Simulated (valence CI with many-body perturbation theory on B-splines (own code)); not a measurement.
## E1 line list for V¹⁷⁺

Calculated by configuration interaction combined with many-body perturbation theory (CI+MBPT): four valence electrons over a frozen Dirac-Fock core [He], radial functions for each j: 11 s, 11 p, 9 d, 7 f, 5 g, 2 h, 1 i, with the one-electron correlation potential Σ1 (screened to all orders), the two-electron term Σ2, the three-electron term Σ3, Breit, model QED; selected single and double excitations, second order for the rest (own B-spline code, finite nucleus).

No measured spectrum was set against this ion. As an estimate, levels of excited configurations hold to 0.05 to 0.15 % of their energy, terms of the ground configuration to about 0.5 %.

Lines 101 to 150 of 251 in falling wavelength, among levels below 6557.1 × 10³ cm⁻¹, chosen from the strongest by gf and those to the six lowest levels. Wavelengths and rates use the calculated energies, so an error of 400 cm⁻¹ moves a line at 13.51 nm by 0.054 % and its rate by three times that or more. Electric multipoles are in the length gauge, E1 and E2 with the static RPA response of the core. Weak lines are less certain than strong ones. Lines between different terms over intervals too small for the method are left out, as are lines whose strength nearly cancels. The highest levels of a list are the least certain.

Names give the largest LS component (configuration and term), which can be under half, so a name can repeat, a term be missing and a line seem to break the LS rules; names also repeat where a configuration has a term twice. Letters in brackets count levels of one name in rising energy.

| λ vac (nm) | Upper | Lower | A (s⁻¹) | S (a.u.) with core polarisation | S without |
| --- | --- | --- | --- | --- | --- |
| 13.51 | 2s.2p2.3s 3P_1 [b] | 2s2.2p.3s 3P°_2 | 3.07e+10 | 1.12e-01 | 1.13e-01 |
| 13.46 | 2s.2p2.3s 3P_0 [b] | 2s2.2p.3s 3P°_1 | 3.49e+10 | 4.19e-02 | 4.21e-02 |
| 13.41 | 2s.2p3 1P°_1 | 2s2.2p2 1S_0 | 1.37e+10 | 4.88e-02 | 4.90e-02 |
| 13.37 | 2s.2p3 1D°_2 | 2s2.2p2 1D_2 | 3.82e+10 | 2.26e-01 | 2.27e-01 |
| 13.27 | 2s.2p2.3s 3P_2 [b] | 2s2.2p.3s 3P°_2 | 3.25e+10 | 1.87e-01 | 1.88e-01 |
| 12.70 | 2p4 3P_1 | 2s.2p3 3D°_2 | 1.87e+10 | 5.69e-02 | 5.71e-02 |
| 12.05 | 2s.2p3 3S°_1 | 2s2.2p2 3P_2 | 4.78e+10 | 1.24e-01 | 1.25e-01 |
| 11.90 | 2s.2p3 1D°_2 | 2s2.2p2 3P_2 | 3.79e+09 | 1.57e-02 | 1.58e-02 |
| 11.71 | 2s.2p3 1P°_1 | 2s2.2p2 1D_2 | 5.16e+10 | 1.23e-01 | 1.23e-01 |
| 11.63 | 2s.2p3 3S°_1 | 2s2.2p2 3P_1 | 2.27e+10 | 5.29e-02 | 5.32e-02 |
| 11.14 | 2s.2p3 3S°_1 | 2s2.2p2 3P_0 | 8.12e+09 | 1.66e-02 | 1.67e-02 |
| 10.23 | 2s.2p3 1P°_1 | 2s2.2p2 3P_1 | 2.59e+09 | 4.11e-03 | 4.13e-03 |
| 10.08 | 2p4 3P_2 | 2s.2p3 5S°_2 | 4.82e+08 | 1.22e-03 | 1.22e-03 |
| 1.829 | 2s.2p2.3s 3P_2 [a] | 2s.2p3 3P°_2 | 5.34e+11 | 8.07e-03 | 8.03e-03 |
| 1.829 | 2s2.2p.3s 3P°_1 | 2s2.2p2 1S_0 | 2.36e+10 | 2.14e-04 | 2.13e-04 |
| 1.821 | 2s.2p2.3s 1D_2 | 2s.2p3 1D°_2 | 6.34e+11 | 9.44e-03 | 9.39e-03 |
| 1.802 | 2s2.2p.3s 1P°_1 | 2s2.2p2 1S_0 | 4.62e+11 | 4.00e-03 | 3.99e-03 |
| 1.801 | 2s.2p2.3s 3P_1 [a] | 2s.2p3 3D°_2 | 9.83e+11 | 8.50e-03 | 8.45e-03 |
| 1.794 | 2s.2p2.3s 3P_2 [a] | 2s.2p3 3D°_3 | 8.38e+11 | 1.19e-02 | 1.19e-02 |
| 1.794 | 2s2.2p.3s 3P°_1 | 2s2.2p2 1D_2 | 8.63e+10 | 7.37e-04 | 7.33e-04 |
| 1.785 | 2s.2p2.3s 3D_2 | 2s.2p3 3P°_2 | 4.61e+11 | 6.47e-03 | 6.44e-03 |
| 1.783 | 2s.2p2.3s 3D_3 | 2s.2p3 3P°_2 | 3.14e+11 | 6.14e-03 | 6.12e-03 |
| 1.782 | 2s.2p2.3d 3P_1 | 2s.2p3 3S°_1 | 7.34e+11 | 6.15e-03 | 6.17e-03 |
| 1.774 | 2s2.2p.3s 3P°_2 | 2s2.2p2 1D_2 | 1.25e+11 | 1.72e-03 | 1.71e-03 |
| 1.769 | 2s.2p2.3s 3P_2 [b] | 2s.2p3 3S°_1 | 4.77e+11 | 6.52e-03 | 6.49e-03 |
| 1.768 | 2s2.2p.3s 1P°_1 | 2s2.2p2 1D_2 | 1.42e+12 | 1.16e-02 | 1.15e-02 |
| 1.764 | 2s2.2p.3s 3P°_1 | 2s2.2p2 3P_2 | 6.55e+11 | 5.32e-03 | 5.30e-03 |
| 1.757 | 2s2.2p.3s 3P°_0 | 2s2.2p2 3P_1 | 1.23e+12 | 3.29e-03 | 3.28e-03 |
| 1.755 | 2s2.2p.3s 3P°_1 | 2s2.2p2 3P_1 | 2.43e+11 | 1.94e-03 | 1.93e-03 |
| 1.754 | 2s.2p2.3s 5P_1 | 2s.2p3 5S°_2 | 9.19e+11 | 7.34e-03 | 7.31e-03 |
| 1.749 | 2s.2p2.3s 3D_3 | 2s.2p3 3D°_3 | 1.19e+12 | 2.21e-02 | 2.20e-02 |
| 1.749 | 2s.2p2.3s 3D_1 | 2s.2p3 3D°_1 | 7.15e+11 | 5.66e-03 | 5.64e-03 |
| 1.747 | 2s.2p2.3s 3D_2 | 2s.2p3 3D°_2 | 6.18e+11 | 8.14e-03 | 8.11e-03 |
| 1.747 | 2s.2p2.3s 3S_1 | 2s.2p3 3P°_2 | 7.55e+11 | 5.96e-03 | 5.94e-03 |
| 1.746 | 2s.2p2.3s 3D_3 | 2s.2p3 3D°_2 | 4.10e+11 | 7.53e-03 | 7.50e-03 |
| 1.746 | 2s2.2p.3s 3P°_2 | 2s2.2p2 3P_2 | 8.30e+11 | 1.09e-02 | 1.08e-02 |
| 1.745 | 2s.2p2.3s 5P_2 | 2s.2p3 5S°_2 | 9.45e+11 | 1.24e-02 | 1.23e-02 |
| 1.743 | 2s2.2p.3s 3P°_1 | 2s2.2p2 3P_0 | 4.06e+11 | 3.19e-03 | 3.17e-03 |
| 1.743 | 2s.2p2.3d 3P_2 | 2s.2p3 3P°_2 | 9.92e+11 | 1.30e-02 | 1.30e-02 |
| 1.740 | 2s.2p2.3d 3P_2 | 2s.2p3 3P°_1 | 9.98e+11 | 1.30e-02 | 1.30e-02 |
| 1.736 | 2s2.2p.3s 3P°_2 | 2s2.2p2 3P_1 | 3.33e+11 | 4.30e-03 | 4.28e-03 |
| 1.736 | 2s.2p2.3s 5P_3 | 2s.2p3 5S°_2 | 9.95e+11 | 1.80e-02 | 1.79e-02 |
| 1.735 | 2s.2p2.3d 3P_1 | 2s.2p3 3P°_2 | 8.94e+11 | 6.91e-03 | 6.93e-03 |
| 1.731 | 2s.2p2.3d 3P_1 | 2s.2p3 3P°_0 | 2.01e+12 | 1.55e-02 | 1.55e-02 |
| 1.730 | 2s2.2p.3s 1P°_1 | 2s2.2p2 3P_1 | 5.94e+10 | 4.56e-04 | 4.54e-04 |
| 1.727 | 2s.2p2.3d 3P_0 | 2s.2p3 3P°_1 | 3.94e+12 | 1.00e-02 | 1.00e-02 |
| 1.708 | 2s.2p2.3d 3P_2 | 2s.2p3 3D°_1 | 1.48e+12 | 1.82e-02 | 1.83e-02 |
| 1.708 | 2s2.2p.3d 3D°_1 | 2s2.2p2 1S_0 | 9.99e+10 | 7.37e-04 | 7.38e-04 |
| 1.707 | 2s.2p2.3d 3P_2 | 2s.2p3 3D°_2 | 6.76e+11 | 8.30e-03 | 8.31e-03 |
| 1.702 | 2s.2p2.3d 3F_2 | 2s.2p3 3D°_1 | 2.94e+12 | 3.57e-02 | 3.58e-02 |
